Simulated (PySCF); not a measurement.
Species: CH₈F₂Si₃.
Cartesian coordinates in Å at the GFN2-xTB level; atoms count from 1:
```
atom  x, y, z in Å
F1    -0.7664   -1.4320   -1.7039
Si2   -1.6955   -0.1336   -1.4625
C3    -0.6436    1.1480   -0.5549
Si4    0.2188    0.5250    1.0346
Si5    1.8681   -1.0296    0.6102
F6     2.9294   -0.3497   -0.4060
H7    -2.0974    0.2820   -2.8003
H8    -2.7996   -0.6332   -0.6545
H9    -1.2719    2.0030   -0.3062
H10    0.1228    1.5261   -1.2338
H11   -0.8195   -0.0234    1.9238
H12    0.7335    1.7273    1.7183
H13    2.7127   -1.3461    1.7622
H14    1.5079   -2.2642   -0.0737
```

The calculation used PySCF 2.14.0, density-fitted response routines, TDDFT PBE0/def2-SVPD, vertical, gas phase, core orbitals frozen in the response.

Transition dipole moments from the ground state, in atomic units and in the frame of the coordinates above (overall signs are arbitrary), for the states with f of 0.002 or more among the lowest 7:

```json
{"state": "S1", "E (eV)": "6.428", "μx": "-0.159", "μy": "0.298", "μz": "-0.222"}
{"state": "S2", "E (eV)": "6.964", "μx": "0.234", "μy": "0.040", "μz": "0.301"}
{"state": "S3", "E (eV)": "7.203", "μx": "0.198", "μy": "0.247", "μz": "0.458"}
{"state": "S4", "E (eV)": "7.350", "μx": "0.103", "μy": "0.033", "μz": "0.184"}
{"state": "S5", "E (eV)": "7.528", "μx": "0.003", "μy": "0.248", "μz": "0.100"}
{"state": "S6", "E (eV)": "7.581", "μx": "0.225", "μy": "-0.177", "μz": "0.158"}
{"state": "S7", "E (eV)": "7.679", "μx": "-0.074", "μy": "0.133", "μz": "0.034"}
```

Problem. Work out the oscillator strengths.

Solution. f = (2/3) ΔE |μ|² with ΔE in hartree (27.2114 eV).

| state | \|μ\|² (au) | \|μ\| (D) | f |
| --- | --- | --- | --- |
| S1 | 0.163 | 1.03 | 0.026 |
| S2 | 0.147 | 0.97 | 0.025 |
| S3 | 0.310 | 1.41 | 0.055 |
| S4 | 0.045 | 0.54 | 0.008 |
| S5 | 0.072 | 0.68 | 0.013 |
| S6 | 0.107 | 0.83 | 0.020 |
| S7 | 0.024 | 0.40 | 0.005 |

Problem. Which bond between heavy atoms lies closest to the direction of the S3 transition dipole?

Solution. Si2–C3, at 27° from it; next C3–Si4 at 46°.

Problem. What angle do the transition dipoles of S3 and S5 make?

Solution. |cos θ| = |μa·μb| / (|μa| |μb|) = 0.72, so θ ≈ 44° (taken between 0 and 90°, since the signs are arbitrary).

Problem. How is the summed strength of these states shared among x, y and z?

Solution. (2/3) Σ ΔE μα² gives 0.033 for x, 0.046 for y and 0.073 for z, 0.151 in all.

Problem. What peak molar absorption coefficient would the strongest computed level give as a lone Gaussian band 0.5 eV wide at half height?

Solution. ε(max) = 2.175×10⁸ f / FWHM, with the width in cm⁻¹. S3: 2.175×10⁸ × 0.0547 / 4033 ≈ 2900 L mol⁻¹ cm⁻¹.

On Arm Neoverse V2, one thread, shared host with 192 logical CPUs at a one-minute load of 79, this took 34 s of wall time and 0.76 GiB of memory at its peak.

One conformer stands for the species.
